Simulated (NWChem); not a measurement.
C2H6O2Si; SMILES O[Si@H]1CCO1

```xyz
11

O      0.0116     1.9408    -0.4323
Si    -0.0549     0.5429     0.4465
C     -1.1121    -0.9147    -0.1076
C      0.2545    -1.6238    -0.2268
O      1.1712    -0.5702     0.1228
H      0.1636     1.8589    -1.3788
H     -0.1383     1.0211     1.8485
H     -1.7991    -1.3485     0.6331
H     -1.6481    -0.7997    -1.0612
H      0.3637    -2.4699     0.4725
H      0.4753    -1.9944    -1.2426
```
Atoms are numbered in this order, from 1.

Results from NWChem. Pople sets run with spherical d functions. Geometry: optimised at PBE0/def2-SVP. Atomic charges in e: unrestrained fits to the electrostatic potential beside Mulliken populations; buried atoms are poorly determined by the fit.

**Question.** What does the run give for Hartree-Fock/6-31G*? Quantities: ESP O1; Mulliken O1; ESP Si2; Mulliken Si2; ESP C3; Mulliken C3; ESP C4; Mulliken C4; ESP O5; Mulliken O5; relative RMS misfit of the potential (%).

**Answer.** 
```yaml
ESP O1: -0.80
Mulliken O1: -0.88
ESP Si2: 1.15
Mulliken Si2: 1.27
ESP C3: -0.68
Mulliken C3: -0.68
ESP C4: 0.58
Mulliken C4: 0.02
ESP O5: -0.69
Mulliken O5: -0.77
relative RMS misfit of the potential (%): 23
```
